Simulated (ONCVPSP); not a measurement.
**Nb: one change to an ONCV potential, before and after**

ONCVPSP 4.0.1 input, shortened (lines: element, Z, core and valence counts, functional; n l f; lmax; l rc ep ncon nbas qcut; lloc lpopt rc5 dvloc0; l nproj debl; icmod fcfact rcfact), PBE, scalar-relativistic:

```
  Nb 41.00    6    4        4      upf
    1    0    2.00
    2    0    2.00
    2    1    6.00
    3    0    2.00
    3    1    6.00
    3    2   10.00
    4    0    2.00
    4    1    6.00
    4    2    3.00
    5    0    2.00
    2
    0    1.90    0.00    3    6    8.40
    1    2.10    0.00    5    8    8.00
    2    2.25    0.00    3    8    7.10
    4    5    1.55    0.00
    0    2    2.80
    1    3    3.60
    2    3    2.00
    3    3.25    1.65
```

All-electron outer shells of the reference configuration (PBE, scalar-relativistic, ld1.x):

```tsv
shell	level (eV)	outermost node (bohr)	outermost maximum (bohr)
3d	-198.92	–	0.33
4s	-60.83	0.53	1.04
4p	-36.82	0.54	1.12
5s	-4.68	1.40	3.00
4d	-4.64	0.55	1.45
```

Change: s: qcut 10.7.

Cutoffs: the cutoffs (Ha) at which the residual kinetic energy of the hardest occupied pseudo-wave falls to 1 and 0.1 mHa per electron; they do not see the model core or the augmentation charge, which bear on the density cutoff. Errors are all-electron minus pseudo energies relative to the spin-unpolarised reference configuration.

Predict the effect on cutoff, ghosts and configuration errors.

The potential gets neither clearly harder nor softer (18 Ha and 22 Ha → 19 Ha and 22 Ha); the errors of the 4 common tests hardly move; neither file shows a bound ghost.

| quantity | base | changed |
| --- | --- | --- |
| cutoff, loose | 18 Ha | 19 Ha |
| cutoff, tight | 22 Ha | 22 Ha |
| loose cutoff by channel | s 18 Ha, p 16 Ha, d 15 Ha | s 19 Ha, p 16 Ha, d 15 Ha |
| bound ghosts | none | none |
| GHOST(+) flags under 300 eV | none | none |
| error for 4s2 4p6 4d4 5s1, meV [ΔE 0.52 eV] | -2.9 | -2.6 |
| error for 4s2 4p6 4d4 5s0, meV [ΔE 7.15 eV] | -6.6 | -5.8 |
| error for 4s2 4p6 4d3 5s0, meV [ΔE 21.19 eV] | -6.9 | -6.3 |
| error for 4s2 4p6 4d2 5s0, meV [ΔE 45.92 eV] | -2.8 | -2.5 |
| s: phases at 1.93 bohr within 0.05 rad from the reference energy up to (Ha; the scan ends near 5) | to the end of the scan | to the end of the scan |
| p: phases at 2.13 bohr within 0.05 rad from the reference energy up to (Ha; the scan ends near 5) | to the end of the scan | to the end of the scan |
| d: phases at 2.28 bohr within 0.05 rad from the reference energy up to (Ha; the scan ends near 5) | to the end of the scan | to the end of the scan |
| rms error of d²Exc/dni dnj with the model core, mHa | 2.53 | 2.45 |
